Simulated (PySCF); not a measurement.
Match the calculated data to a structure.

All candidates are C8H13P.

| technique | computed result |
| --- | --- |
| Rotational structure | rotational constants A, B, C: 1.687, 0.968, 0.677 GHz [GFN2-xTB] |
| Dipole | 1.75 D [PBE0/pcSseg-1] |
| 13C NMR | chemical shifts (computed TMS as zero) by class: 144.5 (1 C), 130.2 (1 C), 115.6 (1 C), 83.2 (1 C), 39.2 (1 C), 22.4 (2 C), 6.3 (1 C) ppm [GIAO PBE0/pcSseg-1] |
| 1H NMR | chemical shifts (computed TMS as zero) by class: 6.63 (1 H), 6.32 (1 H), 6.08 (1 H), 2.24 (3 H), 1.93 (1 H), 1.26 (6 H) ppm [GIAO PBE0/pcSseg-1] |
| NMR, other nuclei | isotropic shieldings of nuclei other than C and H, by class: 361 (1 P) ppm [GIAO PBE0/pcSseg-1] |

Electronic properties: PySCF, gas phase, density fitting. Levels stand in brackets. The structure is a single GFN2-xTB conformer in the gas phase; no vibrational or solvent corrections. NMR values are class means; diastereotopic atoms form classes of their own.

**Question.** Which candidate is it?
A. `C=CC1=C(C(C)C)P1C`
B. `CC#C/P=C(\C)C(C)C`
C. `C=CC1=CCCP1CC`
D. `CCc1c[pH]c(CC)c1`
E. `C=CP(C#CC)C(C)C`

**Answer.** E. It is `C=CP(C#CC)C(C)C`. Numbering: `[CH2:1]=[CH:2][P:3]([C:4]#[C:5][CH3:6])[CH:7]([CH3:8])[CH3:9]`. 8 carbons fall into 7 classes; from least to most shielded: alkene CH carbon [C2] (144.5 ppm), terminal =CH2 carbon [C1] (130.2 ppm), alkyne carbon [C5] (115.6 ppm), alkyne carbon [C4] (83.2 ppm), sp3 carbon bound to phosphorus [C7] (39.2 ppm), methyl carbon [C8/C9] (22.4 ppm, 2 C, up to 2.2 ppm apart in this geometry), propargylic carbon [C6] (6.3 ppm). Hydrogen classes from least to most shielded: 1 H on an alkene CH carbon, C2 (6.63 ppm), 1 H on a terminal =CH2 carbon, C1 (6.32 ppm), 1 H on a terminal =CH2 carbon, C1 (6.08 ppm), 3 H on a propargylic carbon, C6 (2.24 ppm), 1 H on an sp3 carbon bound to phosphorus, C7 (1.93 ppm), 6 H on 2 methyl carbons, C8/C9 (1.26 ppm, a mean of values up to 1.1 ppm apart in this geometry). The other shieldings belong to: 361 ppm, phosphine phosphorus [P3]. The optimised geometry has point group C1 and is an asymmetric top.

The others, at the same levels:
- `C=CC1=C(C(C)C)P1C` fails: its computed 13C shifts are 151.4 (1 C), 132.7 (1 C), 131.3 (1 C), 131.2 (1 C), 34.0 (1 C), 24.5 (1 C), 22.9 (2 C) ppm, 1H shifts are 7.41 (1 H), 6.02 (1 H), 5.94 (1 H), 2.94 (1 H), 1.37 (6 H), 0.73 (3 H) ppm and smallest rotational constant is 0.732 GHz (against 0.677 GHz).
- `CCc1c[pH]c(CC)c1` fails: it has 8 carbon classes against 7; its computed 13C shifts are 167.9 (1 C), 165.7 (1 C), 143.0 (1 C), 128.4 (1 C), 31.7 (1 C), 30.8 (1 C), 18.5 (1 C), 17.2 (1 C) ppm, 1H shifts are 7.00 (1 H), 6.24 (1 H), 4.88 (1 H), 2.80 (2 H), 2.60 (2 H), 1.28 (3 H), 1.16 (3 H) ppm and rotational constant A is 2.645 GHz (against 1.687 GHz).
- `CC#C/P=C(\C)C(C)C` fails: its computed 13C shifts are 238.0 (1 C), 122.6 (1 C), 88.3 (1 C), 43.3 (1 C), 25.3 (2 C), 23.6 (1 C), 6.8 (1 C) ppm, 1H shifts are 3.04 (1 H), 2.70 (3 H), 2.32 (3 H), 1.17 (6 H) ppm and rotational constant A is 3.205 GHz (against 1.687 GHz).
- `C=CC1=CCCP1CC` fails: it has 8 carbon classes against 7; its computed 13C shifts are 156.3 (1 C), 144.4 (1 C), 141.8 (1 C), 126.4 (1 C), 38.1 (1 C), 25.5 (1 C), 24.0 (1 C), 13.8 (1 C) ppm, 1H shifts are 6.90 (1 H), 6.18 (1 H), 5.86 (1 H), 5.52 (1 H), 2.94 (2 H), 1.83 (2 H), 1.45 (2 H), 1.14 (3 H) ppm and smallest rotational constant is 0.860 GHz (against 0.677 GHz).

Each candidate is one conformer, not necessarily the lowest. Dipoles, sizes and rotational constants follow the conformer. The torsions of the flexible species, by atom-mapped SMILES:
- `[CH2:1]=[CH:2][P:3]([C:4]#[C:5][CH3:6])[CH:7]([CH3:8])[CH3:9]`: C1–C2–P3–C4 -19°, C2–P3–C7–C8 165°
- `[CH2:1]=[CH:2][C:3]1=[C:4]([CH:5]([CH3:6])[CH3:7])[P:8]1[CH3:9]`: C1–C2–C3–C4 -178°, C3–C4–C5–C6 0°
- `[CH3:1][CH2:2][c:3]1[cH:4][pH:5][c:6]([CH2:7][CH3:8])[cH:9]1`: C1–C2–C3–C4 -104°, P5–C6–C7–C8 41°
- `[CH3:1][C:2]#[C:3]/[P:4]=[C:5](\[CH3:6])[CH:7]([CH3:8])[CH3:9]`: P4–C5–C7–C8 -111°

The conformers of `C=CC1=CCCP1CC` aren't listed.
